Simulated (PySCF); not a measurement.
Si(Cl)2(I)(Me) (CH3Cl2ISi), SMILES C[Si](Cl)(Cl)I. The structure is a stationary point at PBE-D3(BJ)/def2-SVP. The def2 effective core potentials stand for the cores of I; spin–orbit coupling is left out.

Method: PBE-D3(BJ)/def2-SVP run with PySCF.

Harmonic wavenumbers (cm⁻¹): 115, 125, 167, 169, 192, 195, 333, 503, 567, 727, 779, 787, 1214, 1368, 1371, 2983, 3093, 3099. Rotational constants (GHz): 1.672, 0.7703, 0.6679; symmetry number 1.

Work out the zero-point energy and the ideal-gas rigid-rotor harmonic-oscillator thermochemistry at 298.15 K and 1 atm.

ZPE = ½ Σ hcν = ½ × 17786 cm⁻¹ = 25.43 kcal/mol. H − E(el) = 30.84 kcal/mol. Entropy in cal/(mol K): translation 42.34, rotation 30.30, vibration 18.72, total 91.36. G − E(el) = 3.60 kcal/mol. Cp = 25.80 cal/(mol K). Modes under 150 cm⁻¹ make the vibrational entropy uncertain.
